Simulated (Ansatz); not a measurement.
Frontier orbitals of BH$_{7}$O$_{2}$Si$_{2}$ (`[SiH3]OBO[SiH3]`).

```xyz
12

Si   -1.644    1.176   -1.184
O    -0.515    0.341   -0.314
B    -0.509   -0.185    0.940
O     0.594   -0.828    1.389
Si    2.037   -1.101    0.619
H    -2.891    1.335   -0.392
H    -1.083    2.507   -1.520
H    -1.924    0.420   -2.428
H    -1.465   -0.089    1.658
H     2.683    0.183    0.252
H     2.891   -1.837    1.579
H     1.827   -1.921   -0.600
```

Charge 0, multiplicity 1. The structure was optimised at the PBE0-D4/def2-TZVP level. It is one conformer, not always the lowest. Basis def2-TZVPP, Ansatz 0.2.0.

Orbital energies of one run (eV). Highest occupied ones, from the top: -7.52, -7.54, -7.77, -8.07, -8.49, -9.01, -9.30, -10.31, -10.99, -11.21, -11.84, -14.02, -14.69, -24.75. Empty: -0.67, -0.58, -0.29, 0.73, 0.78, 0.84.

Task: Which functional gave them?
A. BHLYP
B. ωB97X-V
C. PBE0
D. BLYP

Result: D. HOMO energies: BLYP -7.52, PBE0 -9.04, ωB97X-V -11.48, BHLYP -10.40 eV.
